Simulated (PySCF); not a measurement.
B2F3, SMILES FB([B]F)F (connectivity only; charge and spin as stated), charge +1, multiplicity 1. Heavy atoms are numbered as in [F:1][B:2][B:3]([F:4])[F:5].

Geometry optimised at ωB97X-D3(BJ)/def2-SVP. The spin state was assumed, not searched. The isomer is the one that the SMILES or the coordinates give; other isomers of the formula were not compared. One conformer was computed; it need not be the lowest.

Computed with PBE0/pcSseg-2 run with PySCF.

GIAO shieldings, no solvent; atoms alike by connectivity are averaged. δ = σ(ref) − σ: ¹⁹F against CFCl3 (σ = 165.8 ppm); ¹¹B against BF3 (σ = 88.8 ppm), references at their B3LYP-D3(BJ)/def2-TZVP geometries, non-relativistic.

| nucleus | atoms | count | δ (ppm) |
|---|---|---|---|
| ¹⁹F | F1 | 1 | 2.4 |
| ¹⁹F | F4 | 2 | -23.0 |
| ¹¹B | B2 | 1 | 7.4 |
| ¹¹B | B3 | 1 | 3.3 |
